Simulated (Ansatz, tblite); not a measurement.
Cost and result up the ladder for BH2(nPr) (C₃H₉B) (13 atoms). Total charge 0; singlet. Geometry: PBE-D4/def2-SVP.

```xyz
13

B     0.072    0.381   -2.061
H     1.099    0.814   -2.559
H    -0.613   -0.372   -2.734
C    -0.305    0.680   -0.574
C     0.251   -0.506    0.270
C    -0.042   -0.353    1.766
H    -1.404    0.724   -0.417
H     0.139    1.622   -0.189
H     1.349   -0.595    0.119
H    -0.183   -1.462   -0.096
H    -1.134   -0.300    1.956
H     0.361   -1.208    2.347
H     0.411    0.575    2.171
```

Ansatz on 4 threads of Arm Neoverse V2 on a shared host; xTB runs through tblite on one thread. Times are rough, summed over both states, and most runs start from the orbitals of an earlier one. PBE0-D4/def2-TZVP serves as the yardstick here, not as an exact answer. The other state is a doublet.

The xTB rows come from tblite. HOMO above LUMO, or a gap near zero within one spin, warns that the state may not be the lowest or that an electron is smeared out.

Raw xTB energies of ions are shifted by several eV.

```csv
level,functions,wall time,vertical IE (eV),difference from PBE0-D4/def2-TZVP (eV),remarks
GFN2-xTB,25,0.006 s,14.03,3.19,–
GFN1-xTB,34,0.011 s,15.32,4.48,–
PBE-D4/def2-TZVP (with forces),178,4.2 s,10.47,-0.37,gap within one spin near zero (+1 doublet)
PBE0-D4/def2-TZVP,178,6.8 s,10.83,0.00,–
r2SCAN-D4/def2-TZVP,178,12 s,10.61,-0.22,–
```
